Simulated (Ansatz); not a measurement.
Species: tetrabromosilane, SiBr4, net charge 0, singlet state. 
Coordinates optimised at B3LYP-D3(BJ)/def2-TZVP (Ansatz, a quantum-chemistry and plane-wave program):
```
Si
Br 1 2.2089
Br 1 2.2089 2 109.47
Br 1 2.2089 2 109.47 3 -120.00
Br 1 2.2089 2 109.47 3 120.00
```

Total electronic energies in hartree. Correlated levels leave the core frozen unless marked. Spin-orbit coupling is left out. Frozen are the shells of the preceding noble gas and the d and f shells that filled before the atom's block. Non-relativistic. CBS(X,Y): correlation extrapolated as X^-3; Hartree-Fock from the larger set.

| level | program | energy (Eh) |
|---|---|---|
| HF/def2-QZVPP | Ansatz | -10579.01237 |
| RI-HF/def2-TZVPPD | Ansatz | -10578.80783 |
| PBE0-D4/def2-TZVP | Ansatz + dftd4 | -10585.02517 |
| HSE06-D3(BJ)/def2-TZVPD | Ansatz + dftd3 | -10585.03843 |
| CCSD/def2-SVP | Ansatz | -10578.03900 |
| CCSD/def2-TZVPPD | Ansatz | -10579.61513 |
| CCSD/def2-QZVPP | Ansatz | -10579.89359 |
| CCSD/CBS(def2-TZVPPD,def2-QZVPPD) | Ansatz | -10579.9496 |
| CCSD(T)/CBS(def2-TZVPPD,def2-QZVPPD) | Ansatz | -10579.9981 |

Totals of different functionals don't rank their quality; only differences between species are comparable.
